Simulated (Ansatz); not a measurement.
Abridged output of a molecular run in Ansatz:

```
Functional definition: HF
1075 factors; integrals over basis functions are off by at most 1.3e-3 eV
mean field evaluation 1: about -5902.2299 eV, gradient 4.0e1 eV
mean field evaluation 2: about -5902.3275 eV, gradient 4.0e1 eV
mean field evaluation 4: about -5906.2898 eV, gradient 5.3e0 eV
mean field evaluation 8: about -5906.3826 eV, gradient 3.8e-1 eV
mean field evaluation 16: about -5906.1866 eV, gradient 5.2e0 eV
mean field -5906.38373423 eV, -217.0555987424 hartree, gradient 7.1e-6 eV, S^2 0.000000; 0 other end points of the search recorded, 0 dependent functions left out
5 core orbitals not correlated: weight in the atoms' cores, before any rotation towards them, 1.000 or more for the frozen orbitals, at most 0.000 for the correlated occupied ones
reference -5906.38373423 eV, -217.0555987424 hartree; 14, 14 occupied and 86, 86 virtual orbitals, 1075 factors
second order -18.39158149 eV of doubles, -0.00000000 eV of singles
cycle   1  -19.14898332 eV  change   -7.6e-1 eV  update   1.1e-1
cycle   2  -19.66157113 eV  change   -5.1e-1 eV  update   3.3e-2
cycle   3  -19.80914890 eV  change   -1.5e-1 eV  update   1.9e-2
cycle   4  -19.80847015 eV  change    6.8e-4 eV  update   5.2e-3
cycle   5  -19.80700383 eV  change    1.5e-3 eV  update   2.8e-3
cycle   6  -19.80751542 eV  change   -5.1e-4 eV  update   1.2e-3
cycle   7  -19.80709036 eV  change    4.3e-4 eV  update   6.7e-4
cycle   8  -19.80708852 eV  change    1.8e-6 eV  update   3.0e-4
cycle   9  -19.80721551 eV  change   -1.3e-4 eV  update   1.2e-4
cycle  10  -19.80718102 eV  change    3.4e-5 eV  update   4.3e-5
cycle  11  -19.80719711 eV  change   -1.6e-5 eV  update   2.0e-5
perturbative correction -0.61026562 eV, -0.0224268479 hartree
Total energy: -5926.80119696 eV, -217.8059266582 hartree
```

Its atoms:

```xyz
12

C    -0.774    0.696   -1.117
B     0.070    0.041    0.018
C    -0.517   -0.899    1.114
C     1.633    0.297    0.033
O     2.376   -0.408   -0.615
H    -0.906    1.756   -0.856
H    -1.771    0.268   -1.236
H    -0.253    0.694   -2.079
H    -1.599   -0.823    1.236
H    -0.027   -0.821    2.088
H    -0.305   -1.920    0.759
H     2.074    1.119    0.655
```

(1) Which basis set was used?
A. def2-SVP
B. def2-TZVPPD
C. def2-QZVPP
D. def2-SVPD

(2) Write the keys of the input that set method, charge and spin (a neutral closed shell needs none for the last two).

Answers

(1) A. It gives 105 functions.

(2) 
```yaml
correlation: {method: ccsd_t}
```
